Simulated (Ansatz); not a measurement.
Mulliken charges of `[CH3][Zn][S]` radical from ωB97M-V/def2-TZVPP in Ansatz (PBE0-D4/def2-TZVP geometry).

| atom | x (Å) | y (Å) | z (Å) | charge (e) |
| --- | --- | --- | --- | --- |
| C1 | -0.497 | 0.474 | -0.428 | -0.525 |
| Zn2 | 0.694 | -0.674 | 0.572 | 0.373 |
| S3 | 2.038 | -1.969 | 1.696 | -0.226 |
| H4 | -1.383 | -0.077 | -0.749 | 0.126 |
| H5 | 0.006 | 0.860 | -1.318 | 0.126 |
| H6 | -0.816 | 1.322 | 0.181 | 0.126 |

By hand: the dipole of these point charges (1 e Å = 4.8032 D).

Σ q r = (-0.217, 0.210, -0.183) e Å, of length 0.353 e Å = 1.70 D.

How does the dipole of the full density compare? (An estimate is asked.)

The calculation gave: (-0.228, 0.220, -0.191) e Å, 1.78 D; the point charges give 0.96 times that, at 0° from its direction.

Point charges leave out the atoms' own dipoles, such as those of lone pairs, and Mulliken's split depends on the basis, so the close match here is no proof of good charges.
